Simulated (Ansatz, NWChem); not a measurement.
**Ligand exchange: HCl + SiH3(InH2) → SiH4 + InH2Cl**

Species: HCl (hydrogen chloride), singlet; SiH3(InH2), singlet; SiH4 (silane) `[SiH4]`, singlet; InH2Cl `[Cl][InH2]`, singlet. The partners trade Cl for SiH3: H–Cl and In–SiH3 bonds give way to H–SiH3 and In–Cl.

Shapes, held fixed at every level: PBE0-D4/def2-TZVP. Programs: Ansatz 0.2.0. Electronic energies: no zero-point or thermal term.

| level | kind | ΔE (kJ/mol) | less CCSD(T)/def2-TZVPP |
| --- | --- | --- | --- |
| HF/def2-SVP | Hartree–Fock | -127.7 | -25.3 |
| HF/def2-TZVPP | Hartree–Fock | -129.6 | -27.2 |
| BHLYP-D4/def2-TZVPP | global hybrid | -113.2 | -10.8 |
| PBE0-D4/def2-TZVPP | global hybrid | -96.9 | +5.5 |
| wB97M-V/def2-TZVPP | range-separated hybrid | -106.1 | -3.7 |
| B2PLYP/def2-TZVPP | double hybrid | -110.1 | -7.7 |
| MP2/def2-SVP | perturbation theory | -112.6 | -10.2 |
| CCSD(T)/def2-TZVPP | coupled cluster or CI | -102.4 | 0.0 |

The highest level, CCSD(T)/def2-TZVPP, gives ΔE = -102.4 kJ/mol; the levels span -129.6 to -96.9. The column of differences is taken from that level and isn't an error. No measured value is set beside it here. For atoms past krypton def2 sets carry core potentials with scalar relativity. Outer-core shells of In are correlated, in sets that cover them unevenly.
